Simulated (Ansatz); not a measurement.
Mulliken charges of C₂H₅NSe (`C[Se]C=N`) from r2SCAN/def2-TZVPP in Ansatz (PBE0-D4/def2-TZVP geometry).

| atom | x (Å) | y (Å) | z (Å) | charge (e) |
| --- | --- | --- | --- | --- |
| C1 | -0.050 | 0.895 | -1.376 | -0.274 |
| Se2 | 1.106 | 0.738 | 0.178 | 0.109 |
| C3 | 0.132 | -0.634 | 1.052 | -0.031 |
| N4 | 0.512 | -1.094 | 2.160 | -0.312 |
| H5 | 0.394 | 1.661 | -2.011 | 0.096 |
| H6 | -1.049 | 1.211 | -1.081 | 0.099 |
| H7 | -0.085 | -0.045 | -1.923 | 0.098 |
| H8 | -0.755 | -0.956 | 0.491 | 0.055 |
| H9 | -0.116 | -1.823 | 2.492 | 0.160 |

Problem. By hand: the dipole of these point charges (1 e Å = 4.8032 D).

Solution. Σ q r = (-0.164, 0.127, -0.373) e Å, of length 0.427 e Å = 2.05 D.

Problem. How does the dipole of the full density compare? (Estimate.)

Solution. Computed: (-0.488, -0.067, -0.467) e Å, 3.26 D; the point charges give 0.63 times that, at 32° from its direction.

Point charges leave out the atoms' own dipoles, such as those of lone pairs, and Mulliken's split depends on the basis, so the two needn't agree.
